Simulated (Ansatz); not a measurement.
Two isomers of C2H6GeO: A = `[GeH3][CH]1CO1`, B = `O=C[CH2][GeH3]`.

Computed with Ansatz on PBE0-D4/def2-TZVP structures; ΔE is electronic, products minus reactants. CCSD(T)/CBS adds triple-zeta CCSD(T) − MP2 to the extrapolated MP2 energy (def2 sets, frozen cores). DFT in def2-TZVPP. B3LYP here is the variant with VWN-RPA as its local correlation; programs differ in this. For Ge outer-core shells are correlated without core-valence functions, which leaves a few kJ/mol of doubt a bond. Scalar relativity is left out up to krypton. One conformer a species, not always the lowest.

(1) Which is lower in electronic energy at CCSD(T)/CBS, and by how much? (Best estimate.)

(2) Give E(B) − E(A) in kcal/mol with B2PLYP, MP2/def2-TZVPP, HF/def2-TZVPP, CCSD/def2-TZVPP, PBE0-D4, B3LYP-D4, PBE-D4. (Best estimate.)

Largest T1 diagnostic: 0.013.

Results:

(1) The calculation gave: B, by 28.7 kcal/mol.

(2) The calculation gave: B2PLYP -30.2, MP2/def2-TZVPP -28.3, HF/def2-TZVPP -33.3, CCSD/def2-TZVPP -29.0, PBE0-D4 -26.9, B3LYP-D4 -30.5, PBE-D4 -27.3. None reverses the order clearly.

In def2-TZVPP, CCSD(T) changes the Hartree–Fock value by +4.5 kcal/mol (the triples alone add +0.1 kcal/mol) and MP2 by +5.1 kcal/mol.
